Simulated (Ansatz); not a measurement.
Reaction (ligand exchange at the Si–N bond): `O[SiH2]N[Si](O)(Cl)Cl` + `[SiH3]P` → `O[SiH2]P[SiH3]` + `N[Si](O)(Cl)Cl`

Gas-phase electronic energies from Ansatz, PBE0-D4/def2-TZVP geometries. CBS: MP2 limit from def2 TZ/QZ plus the TZ coupled-cluster correction, frozen cores. This one scheme is used for every species. Functionals use def2-TZVPP. B3LYP here is the variant with VWN-RPA as its local correlation; programs differ in this. One conformer a species, not always the lowest.

```tsv
level	ΔE (kcal/mol)	difference from CCSD(T)/CBS
PBE-D4	8.1	-3.4
r2SCAN-D4	10.3	-1.2
PBE0-D4	9.2	-2.3
B3LYP-D4	11.9	0.4
ωB97X-V	11.4	-0.1
B2PLYP	12.0	0.5
PBE	7.8	-3.7
r2SCAN	10.1	-1.4
B3LYP	11.5	0.0
HF/def2-TZVPP	14.2	2.7
MP2/def2-TZVPP	11.9	0.4
SCS-MP2/def2-TZVPP	12.7	1.2
CCSD/def2-TZVPP	12.7	1.2
MP2/def2-QZVPP	11.5	0.0
SCS-MP2/def2-QZVPP	12.3	0.8
HF/CBS(def2)	14.4	2.9
CCSD(T)/CBS	11.5	0
```

Largest T1 diagnostic among the species: 0.013.

In def2-TZVPP, CCSD(T) changes the Hartree–Fock value by −1.9 kcal/mol (the triples alone add −0.5 kcal/mol) and MP2 by −2.3 kcal/mol. From PBE to PBE0 (25 % exact exchange), in def2-TZVPP and without D4, ΔE moves by +1.1 kcal/mol.
